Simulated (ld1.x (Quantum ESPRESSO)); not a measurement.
**germanium: one change to a TM potential, before and after**

```
Element                 : Ge (Z = 32)
Generator               : ld1.x (Quantum ESPRESSO) 7.5
Type                    : norm-conserving Troullier–Martins (Kleinman–Bylander form)
Functional              : LDA (PZ)
Relativity              : scalar-relativistic
Frozen core             : [Ne] 3s2
Valence charge          : 20
Reference configuration : 3p6 3d10 4s2 4p0.5 (charge +1.5)
Partial waves           : 4s (bound): rc 1.20 bohr; 3p (bound): rc 0.90 bohr; 3d (bound): rc 0.80 bohr
Local potential         : all-electron potential smoothed inside 0.95 bohr (lloc = -1)
Core correction         : none
```

Occupied shells without a wave of their own: 4p. They enter only through the test configuration that unscreens the potential.

All-electron outer shells of the reference configuration (LDA (PZ), scalar-relativistic, ld1.x):

```tsv
shell	level (eV)	outermost node (bohr)	outermost maximum (bohr)
3s	-182.10	0.26	0.54
3p	-129.75	0.23	0.54
3d	-43.87	–	0.50
4s	-24.76	0.77	1.69
4p	-15.68	0.82	2.01
```

Change: wave 3d (bound): rc 0.80 bohr becomes 3d (bound): rc 1.18 bohr.

Cutoffs: the cutoffs (Ry, on a coarse ladder) from which the occupation-weighted sum of valence levels, in a spherical-Bessel basis at the reference potential, stays within 10 and 1 mRy of its value at 400 Ry; they do not see the model core or the augmentation charge, which bear on the density cutoff. Errors are all-electron minus pseudo energies relative to the spin-unpolarised reference configuration.

How do hardness, ghosts and transferability respond?

Both files keep a bound ghost (s); of the 9 tests that both files solve, the error grows in 0 and shrinks in 2 by more than 15 % and 0.3 meV (median size 4.1 → 4.1 meV); the range in which the d phases agree narrows (upper end 4.2 → 2.9).

```csv
quantity,base,changed
"cutoff, loose",over 300 Ry,230 Ry
"cutoff, tight",over 300 Ry,over 300 Ry
loose cutoff by channel (10 mRy a level),"s 50 Ry, p 100 Ry, d 300 Ry","s 50 Ry, p 100 Ry, d 180 Ry"
bound ghosts,s,s
"error for 3p6 3d10 4s2 4p2, meV [ΔE -14.41 eV]",-4.7,-4.9
"error for 3p6 3d10 4s2 4p1, meV [ΔE -6.78 eV]",-1.9,-2.0
"error for 3p6 3d10 4s2 4p0, meV [ΔE 8.94 eV]",+2.2,+2.0
"error for 3p6 3d10 4s2 4p2.3, meV [ΔE -15.34 eV]",-5.2,-5.4
"error for 3p6 3d10 4s1 4p0, meV [ΔE 44.16 eV]",-0.9,-0.6
"error for 3p6 3d9 4s2 4p2, meV [ΔE 24.53 eV]",-99,-21
"error for 3p6 3d10 4s0 4p4, meV [ΔE 1.95 eV]",-22,-21
"error for 3p6 3d10 4s2 4p0.5 (spin-polarised), meV [ΔE -0.05 eV]",0.0,+0.1
"error for 3p6 3d10 4s2 4p2 (spin-polarised), meV [ΔE -14.98 eV]",-4.1,-4.1
s: phases at 1.30 bohr within 0.05 rad from the reference energy up to (Ry; the scan ends near 5),to the end of the scan,to the end of the scan
p: phases at 1.30 bohr within 0.05 rad from the reference energy up to (Ry; the scan ends near 5),to the end of the scan,to the end of the scan
d: phases at 1.30 bohr within 0.05 rad from the reference energy up to (Ry; the scan ends near 5),4.2,2.9
```

 A true bound ghost makes a file unfit for plane-wave use even where its test errors are small: the radial tests pick states by their node count and pass the ghost by.
